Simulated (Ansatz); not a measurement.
Molecule: sum formula SiN₃H₇Br, charge 1, multiplicity 1. It need not be the lowest isomer of its formula. SMILES: N[Si](N)([NH3+])Br
Geometry from a B3LYP-D3(BJ)/def2-TZVP (Ansatz, a program for electronic structure) optimisation:
```xyz
12

Si    -0.2262    -0.0039    -0.7466
Br     0.0798     0.0691     1.4213
N      1.5877    -0.2471    -1.3054
N     -0.6350     1.3724    -1.6172
N     -1.0714    -1.3653    -1.2154
H      1.6440    -0.3069    -2.3242
H      2.2052     0.5095    -1.0048
H     -1.6009     1.5212    -1.8759
H     -0.1540     2.2551    -1.5201
H     -1.5007    -1.4714    -2.1224
H     -1.3566    -2.0785    -0.5622
H      1.9685    -1.1132    -0.9198
```
Charge +1, spin multiplicity 1.

Parts of the frozen-core correlation energy in STO-3G (Ansatz, hartree). Frozen orbitals: 22; correlated occupied orbitals by spin: 16 and 16; virtual: 11 and 11. Spin-orbit coupling is left out. No relativistic terms.

```csv
term,value
reference (HF),-2995.54138
MP2 opposite-spin,…
MP2 same-spin,…
CCSD correlation,-0.23248
(T),…
T1 diagnostic,0.010
largest doubles amplitude,0.054
```

Question: Complete the blanks.

Answer: 
- MP2 opposite-spin, value: -0.15907
- MP2 same-spin, value: -0.02627
- (T), value: -0.00358
